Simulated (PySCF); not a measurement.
Gas-phase reaction: Ga2F6 + 4 GaBr → 2 Br2 + 6 GaF

Energies from PySCF, thermal terms from the rigid-rotor harmonic-oscillator model, ideal gas at 1 bar. † marks an energy on the PBE0/def2-TZVP geometry and frequencies; other levels use their own. CCSD(T) freezes the core. 6-31G* has spherical d functions here. All species are closed-shell singlets. Br, Ga: all electrons, no relativistic terms. Ga2F6: computed as isolated molecules; such fragments, hydroxides, amides, oligomers or adducts are transient or little studied in the gas. CCSD(T) isn't extrapolated to the basis-set limit. The harmonic model lacks anharmonicity and excited electronic states, which grow with temperature; levels with a mode under 35 cm⁻¹ are left out. Soft modes under 120 cm⁻¹ make the harmonic entropy rough for Ga2F6.

ΔH° and ΔS° at 298 K: CCSD(T)/def2-SVP† 819 kJ, 422 J/K; HF/6-31G* 835 kJ, 427 J/K; HF/def2-TZVP† 799 kJ, 422 J/K; M06-2X/def2-TZVP† 790 kJ, 422 J/K.

Problem. With the heat capacities included, give log10 K (1 bar) at 1200, 1400, 1800, 2000, 2500 K from CCSD(T)/def2-SVP†, HF/6-31G*, HF/def2-TZVP†, M06-2X/def2-TZVP†.

Solution. 
| T (K) | CCSD(T)/def2-SVP† | HF/6-31G* | HF/def2-TZVP† | M06-2X/def2-TZVP† |
|---|---|---|---|---|
| 1200 | -14.5 | -14.9 | -13.7 | -13.3 |
| 1400 | -9.6 | -9.9 | -8.9 | -8.5 |
| 1800 | -3.2 | -3.3 | -2.6 | -2.3 |
| 2000 | -0.9 | -1.1 | -0.4 | -0.2 |
| 2500 | 3.0 | 3.0 | 3.5 | 3.6 |
